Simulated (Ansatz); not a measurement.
The same path of ClGaH2 + H2 (6 atoms, charge 0, multiplicity 1) was run twice with different band settings. Lost on the way: Ga1–Cl2, H5–H6. Made: Ga1–H5, Cl2–H6.

Level of theory: RKS PBE/def2-SVP in Ansatz 0.2.0.

Relaxed end points:

```xyz
6
Properties=species:S:1:pos:R:3
Ga 0.002 0.192 0.156
Cl -0.015 0.866 2.231
H 1.428 0.080 -0.490
H -1.418 -0.004 -0.484
H 0.078 -2.350 0.521
H 0.070 -2.066 1.239
```

```xyz
6
Properties=species:S:1:pos:R:3
Ga 0.020 -0.457 -0.373
Cl 0.013 -0.035 2.375
H 1.371 0.318 -0.645
H -1.375 0.236 -0.641
H 0.068 -2.022 -0.104
H 0.049 -1.322 2.561
```

Common settings: movable images 5; climbing image yes; optimiser quadratic models (default); start path through a guess of the saddle point; force threshold 0.03 eV/Å; iteration limit 60; end points relaxed.

| run | spring |
| --- | --- |
| 1 | 5.0 eV/Å² |
| 2 | 2.0 to 10.0 eV/Å², energy-weighted |

Question: What does each run give, and how far can it be trusted?

Answer: Run 1: converged after 9 iterations, highest image 0.997 eV above the first end. A vibrational analysis at the climbing image gives one clearly imaginary mode, 470i cm⁻¹: a first-order saddle point.
Run 2: converged after 11 iterations, highest image 0.997 eV above the first end. Another band between the same ends (5 images) ends at a top of the same energy, where a vibrational analysis finds 1 clearly imaginary mode.
The orbitals stay closed-shell, which can raise the energy where a bond breaks towards radicals; this wasn't checked here.
